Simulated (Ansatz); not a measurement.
Born–Oppenheimer molecular dynamics of CH4BFOSi (9 atoms, charge 0, multiplicity 1). It starts at the highest image of a converged band. Of that band: Neighbouring images differ by up to 2.5 eV, so the band resolves the path poorly. A vibrational analysis at the climbing image gives one clearly imaginary mode, 2668i cm⁻¹: a first-order saddle point.

All numbers below come from RHF/def2-SVP in Ansatz.

```json
{"ensemble": "NVE (velocity Verlet)", "time step": "0.5 fs", "steps asked": "200", "starting velocities drawn for": "300 K", "seed": "9749"}
```

First frame:

```xyz
9
Properties=species:S:1:pos:R:3
O -0.958 1.777 1.710
C -0.146 1.033 1.123
B 0.686 -0.008 0.577
Si -0.052 -1.054 -0.984
F -1.535 -0.496 -1.334
H -0.297 2.183 0.769
H 1.811 -0.078 0.980
H 0.765 -0.913 -2.207
H -0.185 -2.489 -0.653
```

**Question.** How far do the bonds stretch over the last three quarters of this one trajectory? (Pairs bonded in most of those frames.)

**Answer.** 
```json
{"bond": "O1–C2", "mean (Å)": "1.112", "spread (Å)": "0.022", "shortest": "1.07", "longest": "1.15"}
{"bond": "C2–B3", "mean (Å)": "2.004", "spread (Å)": "0.536", "shortest": "1.37", "longest": "3.32"}
{"bond": "B3–Si4", "mean (Å)": "2.044", "spread (Å)": "0.071", "shortest": "1.87", "longest": "2.13"}
{"bond": "B3–H6", "mean (Å)": "1.313", "spread (Å)": "0.166", "shortest": "1.00", "longest": "1.58"}
{"bond": "B3–H7", "mean (Å)": "1.242", "spread (Å)": "0.059", "shortest": "1.16", "longest": "1.36"}
{"bond": "Si4–F5", "mean (Å)": "1.633", "spread (Å)": "0.026", "shortest": "1.58", "longest": "1.67"}
{"bond": "Si4–H8", "mean (Å)": "1.499", "spread (Å)": "0.038", "shortest": "1.44", "longest": "1.60"}
{"bond": "Si4–H9", "mean (Å)": "1.493", "spread (Å)": "0.040", "shortest": "1.42", "longest": "1.57"}
```

Mean temperature of the second half: 3052 K. The conserved energy stayed within 1.1 meV per atom of its start (net change 0.73 meV per atom), so the integration is sound. The system heated up, since it started high on the potential surface and ran downhill. A run of 0.1 ps of so small a system gives no equilibrium averages. The orbitals stay closed-shell, which can raise the energy where a bond breaks towards radicals; this wasn't checked here.

Time of the run: 5.6 min on 1 thread of Arm Neoverse V1, on a shared host, peak memory 0.17 GiB.
